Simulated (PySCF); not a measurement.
How methods differ on the excitation energy of Ne(2+)

Ne(2+) [He] 2s2 2p4 (3P) → Ne(2+) [He] 2s1 2p4 3s1 (5P), as a difference of total energies. Calculation: PySCF 2.14, in aug-cc-pCVQZ-DK (9s8p6d4f2g, 109 functions); scalar relativity by spin-free X2C-1e. Correlated levels: valence: 1s2 frozen; valence and next inner shell: nothing frozen. The calculations carry no spin-orbit coupling.

```json
{"method": "UHF", "excitation energy (eV)": "60.186"}
{"method": "LDA", "excitation energy (eV)": "60.377"}
{"method": "PBE", "excitation energy (eV)": "60.260"}
{"method": "PBE0", "excitation energy (eV)": "60.639"}
{"method": "BP86", "excitation energy (eV)": "60.455"}
{"method": "wB97X-V", "excitation energy (eV)": "61.219"}
{"method": "BHandHLYP", "excitation energy (eV)": "61.291"}
{"method": "MP2 (valence)", "excitation energy (eV)": "61.188"}
{"method": "SCS-MP2 (valence)", "excitation energy (eV)": "61.403"}
{"method": "MP2 (valence and next inner shell)", "excitation energy (eV)": "61.182"}
{"method": "SCS-MP2 (valence and next inner shell)", "excitation energy (eV)": "61.399"}
```

Q: Estimate what ROHF gives.

A: 60.052 eV, closest to UHF among the rows shown.

Q: Estimate what r2SCAN gives.

A: 60.465 eV, closest to BP86 among the rows shown.

The promoted electron is Rydberg-like, and one or two diffuse shells describe it only roughly, which tends to raise the upper state.
